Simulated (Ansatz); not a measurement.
Species: CH$_{8}$FNSi$_{2}$ (charge 0, singlet). SMILES: C[SiH](F)N[SiH3]
Coordinates optimised at B3LYP-D3(BJ)/def2-TZVP (Ansatz, an electronic-structure program):
```
N
H 1 1.0120
Si 1 1.7162 2 114.11
F 3 1.6128 1 111.12 2 89.38
Si 1 1.7339 2 114.90 3 173.44
H 3 1.4775 4 105.63 1 116.36
H 5 1.4781 1 107.66 2 -171.41
H 5 1.4824 7 109.53 1 -121.17
H 5 1.4833 7 109.04 8 -117.53
C 3 1.8549 6 113.42 4 -116.81
H 10 1.0912 3 111.39 6 177.36
H 10 1.0917 11 108.18 3 -122.11
H 10 1.0917 11 107.81 12 -116.87
```

Quantity: atomisation energy (electronic, to ground-state atoms); the coupled-cluster value holds the core correlation from cc-pwCVTZ, in kcal/mol. Correlated levels leave the core frozen unless marked. Open shells are spin-unrestricted. Spin-orbit coupling is left out. No relativistic terms. Basis-set limits of correlation are two-point, X^-3; Hartree-Fock from the larger set.

Level to compare with: CCSD(T)/CBS(cc-pV(T+d)Z,cc-pV(Q+d)Z) plus the core term (Ansatz), 1116.7 kcal/mol. It is a level with limits of its own, and the differences hold the functionals' basis error too.

Q: Rank these functionals by how close they come to CCSD(T)/CBS(cc-pV(T+d)Z,cc-pV(Q+d)Z), closest first: wB97X/def2-TZVPD (Ansatz); PBE/def2-TZVPD (Ansatz); revPBE/def2-TZVPD (Ansatz); r2SCAN/def2-TZVPD (Ansatz).

A: wB97X/def2-TZVPD (range-separated hybrid, 1110.5 kcal/mol, difference -6.2), r2SCAN/def2-TZVPD (meta-GGA, 1105.1 kcal/mol, difference -11.6), PBE/def2-TZVPD (GGA, 1104.0 kcal/mol, difference -12.7), revPBE/def2-TZVPD (GGA, 1069.1 kcal/mol, difference -47.6)…
